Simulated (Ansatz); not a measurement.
Ansatz results at the PBE0-D4/def2-TZVP geometry: HOMO–LUMO gap (PBE/def2-TZVPP) 3.51 eV; size of the dipole moment (B3LYP/def2-TZVPP) 7.12 D; LUMO energy (PBE/def2-TZVPP) -1.28 eV.

Each molecule was computed in one conformer, which needn't be the lowest.

Which molecule gave them?
A. `[OH][Au-][OH2+]`
B. `[Br][Au]`
C. `C[S+](C)[Au-][SH]`
D. `CC#[N+][Au-][Cl]`

C. The others give `[Br][Au]`: 1.87, 3.29, -4.65; `CC#[N+][Au-][Cl]`: 4.00, 10.52, -1.79; `[OH][Au-][OH2+]`: 3.00, 6.01, -2.04.

B3LYP here is the variant with VWN-RPA as its local correlation; programs differ in this.
